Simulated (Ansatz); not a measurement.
Program: Ansatz 0.2.0.

Basis-set series for CH₃FMoO₂S (`C[O][Mo](=[O])([F])=[S]`). The species carries charge 0 and has multiplicity 1. Mo: def2 effective core potential. The structure was optimised at the PBE0-D4/def2-TZVP level. It is one conformer, not always the lowest.

```xyz
9

C    -0.350    0.442   -1.466
O    -0.554   -0.278   -0.272
Mo    0.196   -0.519    1.376
O     0.403   -2.152    1.640
F    -0.865    0.223    2.691
S     2.088    0.410    1.353
H     0.555    1.050   -1.394
H    -0.259   -0.265   -2.293
H    -1.214    1.088   -1.636
```

| functional | basis | functions | energy (Eh) | HOMO (eV) | LUMO (eV) |
| --- | --- | --- | --- | --- | --- |
| PBE0-D4 | def2-SVP | 120 | -755.95852 | -7.96 | -3.00 |
| PBE0-D4 | def2-TZVPP | 264 | -756.47180 | -7.95 | -3.01 |
| ωB97M-V | def2-SVP | 120 | -756.18488 | -10.04 | -0.92 |
| ωB97M-V | def2-TZVPP | 264 | -756.70640 | -10.06 | -0.97 |

**Question.** Give the rows for def2-QZVPP. (An estimate is asked.)

**Answer.** The calculation gave: 
| functional | basis | functions | energy (Eh) | HOMO (eV) | LUMO (eV) |
| --- | --- | --- | --- | --- | --- |
| PBE0-D4 | def2-QZVPP | 469 | -756.50368 | -7.95 | -3.01 |
| ωB97M-V | def2-QZVPP | 469 | -756.73700 | -10.07 | -0.99 |
